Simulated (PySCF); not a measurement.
C4H2ClF, SMILES C#C/C=C(\F)Cl.

Geometry optimised at B3LYP-D3(BJ)/def2-SVP. The structure was generated by enumeration; whether it is a known compound was not checked.

The numbers are results of PySCF with SMD-B3LYP/def2-SVP, not measurements.

Solvation free energies are E(SMD) − E(gas) at the gas-phase geometry, for 1 M in both phases. In vacuum the dipole moment is 0.79 D.

```csv
solvent,ΔG(solv) (kcal/mol),its non-electrostatic (CDS) part,dipole (D)
water,1.1,4.9,1.06
dichloromethane,-3.7,-0.6,1.02
benzene,-2.5,-0.9,0.90
```
